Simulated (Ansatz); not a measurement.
Geometry optimisation, RKS revPBE-D4/6-31G* (Ansatz 0.2.0).

Input file:

```yaml
crystal:
  periodic: [false, false, false]
  atoms:
    - { symbol: B, position_ang: [-0.32552, 1.18585, -0.45335] }
    - { symbol: C, position_ang: [0.61631, 0.10922, 0.19125] }
    - { symbol: B, position_ang: [-0.18769, -1.24535, 0.22012] }
    - { symbol: F, position_ang: [-0.95416, -1.51609, 1.25666] }
    - { symbol: H, position_ang: [-0.34593, 1.32251, -1.61392] }
    - { symbol: H, position_ang: [-1.02751, 1.83288, 0.22019] }
    - { symbol: H, position_ang: [1.52107, -0.02203, -0.39916] }
    - { symbol: H, position_ang: [0.60972, 1.60475, 0.11123] }
    - { symbol: H, position_ang: [-0.17376, -2.05118, -0.63413] }
basis:
  gaussian: { orbitals: "6-31G*" }
hamiltonian:
  xc: revpbe
  dispersion: d4
relax:
  f_tol: 0.02
  max_steps: 50
```

Launched with:

```bash
$ ansatz run input.yaml --threads 1 --pin off --max-ram 2048MiB --backend cpu --events-out ev --progress --plain --runs-dir out
```

Question: Where does it end, and by what steps?

Answer: The forces met the threshold. The force dipped under the threshold on the way, but the program's further checks kept it going. After 28 steps the energy has fallen by 3.634 eV; H8 moved furthest, 1.36 Å. Parted: B1–H8 (1.17 → 2.25 Å). Joined: C2–H8 (1.50 → 1.10 Å).

```
step  energy less start (eV)  largest force component (eV/Å)  accepted
   0                  0.0000                           3.238       yes
   1                 -1.5482                           1.646       yes
   2                 -2.3369                           1.563       yes
   3                 -2.7995                           1.407       yes
   4                 -3.1801                           1.295       yes
   5                 -3.3866                           0.728       yes
   6                 -3.4567                           1.263       yes
   7                 -3.5378                           0.817       yes
   8                 -3.5564                           0.732       yes
   9                 -3.5393                           1.125        no
  10                 -3.5802                           0.087       yes
  11                 -3.5910                           0.056       yes
  12                 -3.5979                           0.267       yes
  13                 -3.5872                           0.715        no
  14                 -3.6099                           0.130       yes
  15                 -3.6173                           0.056       yes
  16                 -3.6216                           0.239       yes
  17                 -3.6251                           0.156       yes
  18                 -3.6301                           0.070       yes
  19                 -3.6299                           0.220        no
  20                 -3.6322                           0.065       yes
  21                 -3.6333                           0.012       yes
  22                 -3.6333                           0.119        no
  23                 -3.6336                           0.028       yes
  24                 -3.6333                           0.076        no
  25                 -3.6337                           0.035       yes
  26                 -3.6338                           0.034       yes
  27                 -3.6338                           0.024       yes
  28                 -3.6338                           0.011       yes
```

```xyz
9
Properties=species:S:1:pos:R:3
B -0.428 1.254 -0.673
C 0.567 0.327 0.099
B -0.131 -1.086 0.209
F -0.719 -1.452 1.360
H -0.584 1.122 -1.864
H -1.088 2.078 -0.086
H 1.456 0.149 -0.538
H 0.842 0.704 1.098
H -0.183 -1.875 -0.706
```

Run time: 59 s on 1 thread of Arm Neoverse V1, with other jobs on the host, peak memory 0.13 GiB.
